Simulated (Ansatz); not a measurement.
Ansatz (a program for electronic structure) input:
A basis named .json is the Basis Set Exchange file of that set.

Ansatz 0.2 input:
```yaml
crystal:
  periodic: [false, false, false]
  atoms:
    - {symbol: Si, position_ang: [-0.08892631, 0.05043495, -0.00743511]}
    - {symbol: C, position_ang: [-1.82521193, -0.00233044, 0.23117985]}
    - {symbol: O, position_ang: [0.40772618, -1.13994118, -1.11204414]}
    - {symbol: O, position_ang: [0.76896280, 1.38012340, -0.59914443]}
    - {symbol: O, position_ang: [0.73345334, -0.20437095, 1.45651521]}
    - {symbol: H, position_ang: [-2.48671340, -0.07424337, -0.63122314]}
    - {symbol: H, position_ang: [-2.27347129, 0.54579499, 1.05888523]}
    - {symbol: H, position_ang: [-0.20972916, -1.87190554, -1.01652968]}
    - {symbol: H, position_ang: [1.71380428, 1.20010516, -0.64292450]}
    - {symbol: H, position_ang: [0.17121114, -0.77834826, 1.98619165]}
basis:
  gaussian:
    orbitals: aug-cc-pV_D+d_Z.json
total_charge: -1
magnetization: {spin_polarized: false}
correlation: {method: ccsd_t, electrons: outside_noble_gas}
output: {forces: true}
```

Q: What final total energy does it print?

A: -555.40531 Eh (CCSD(T)/aug-cc-pV(D+d)Z). The basis has 169 functions.

It need not be the lowest isomer of its formula. Whether it binds its extra electron was not tested at this geometry.
